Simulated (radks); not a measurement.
Results of a calculation; reference values are marked as such.
Question: These are the eigenvalues of the occupied orbitals of an atom or ion with whole-number occupations (hartree). Code: a radial shooting solver on a logarithmic mesh with Libxc functionals. Model: Dirac Kohn-Sham, relativistic LDA (MacDonald-Vosko exchange, VWN5 correlation), spin-unpolarised, spherical densities, finite nucleus; Fermi nuclear charge, rms radius of each element as measured or else 0.836 A^(1/3) + 0.57 fm.

| orbital | eigenvalue |
|---|---|
| 1s1/2 | -1968.569 |
| 2s1/2 | -338.0494 |
| 2p1/2 | -322.4693 |
| 2p3/2 | -293.3978 |
| 3s1/2 | -84.57392 |
| 3p1/2 | -77.70634 |
| 3p3/2 | -71.65945 |
| 3d3/2 | -59.74561 |
| 3d5/2 | -58.41832 |
| 4s1/2 | -25.88744 |
| 4p1/2 | -23.14225 |
| 4p3/2 | -21.71632 |
| 4d3/2 | -17.13391 |
| 4d5/2 | -16.86190 |
| 4f5/2 | -11.22431 |

Which element is it, and in what charge state? The configuration may be excited. Open shells, if any, fill j = l - 1/2 first.

Answer: Z = 66, dysprosium, charge +15: Dy15+ in [Kr] 4d10 4f5. The list shows which subshells hold electrons but not how many an open one holds; the 1s level, -1968.6 hartree, gives Z - s = 62.7 by -(Z - s)^2/2, which with screening and relativity narrows Z to a few neighbours, and the depths of the outer levels then fix element, charge and occupations together.
